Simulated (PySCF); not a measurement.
InF, SMILES [In][F] (connectivity only; charge and spin as stated), neutral, multiplicity 1. Geometry optimised at PBE-D3(BJ)/def2-TZVP. The def2 effective core potentials stand for the cores of In; spin–orbit coupling is left out.

Level of theory: PBE-D3(BJ)/def2-TZVP (PySCF).

Harmonic wavenumbers (cm⁻¹): 503. Rotational constants (GHz): 7.596 (linear); symmetry number 1.

Q: Work out the zero-point energy and the ideal-gas rigid-rotor harmonic-oscillator thermochemistry at 298.15 K and 1 atm.

A: ZPE = ½ Σ hcν = ½ × 503 cm⁻¹ = 0.72 kcal/mol. H − E(el) = 2.93 kcal/mol. Entropy in cal/(mol K): translation 40.59, rotation 15.31, vibration 0.65, total 56.55. G − E(el) = -13.93 kcal/mol. Cp = 8.20 cal/(mol K).
